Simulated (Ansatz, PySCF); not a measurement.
Br3Fe, SMILES [Br][Fe-]([Br])[Br] (connectivity only; charge and spin as stated), charge -1, multiplicity 5. Atoms are numbered in the order given.

```xyz
4

Fe     0.0001     0.0000     0.0000
Br     2.3936     0.0000     0.0000
Br    -1.1969     2.0727     0.0000
Br    -1.1969    -2.0727     0.0000
```
Charge -1, spin multiplicity 5.

Geometry: PBE0-D3(BJ)/def2-SVPD. The spin state was assumed, not searched.

Two levels are set side by side: PBE-D3(BJ)/def2-SVPD (Ansatz, a quantum-chemistry and plane-wave program) and PBE0-D3(BJ)/def2-SVPD (Ansatz). Each level has its own optimised geometry; the coordinates shown are those of the second. Frequencies come from the Hessian of PySCF at each geometry. Differences are taken from unrounded values.

| quantity | PBE0-D3(BJ) | PBE-D3(BJ) | PBE-D3(BJ) minus PBE0-D3(BJ) |
|---|---|---|---|
| mean bond length (Å) | 2.394 | 2.373 | -0.021 |
| bond Fe1–Br2 (Å) | 2.394 | 2.373 | -0.021 |
| bond Fe1–Br3 (Å) | 2.394 | 2.373 | -0.021 |
| bond Fe1–Br4 (Å) | 2.394 | 2.373 | -0.021 |
| highest harmonic wavenumber (cm⁻¹) | 288 | 283 | -5 |
| mean harmonic wavenumber (cm⁻¹) | 160 | 157 | -3 |
| zero-point energy (kcal/mol) | 1.38 | 1.35 | -0.03 |
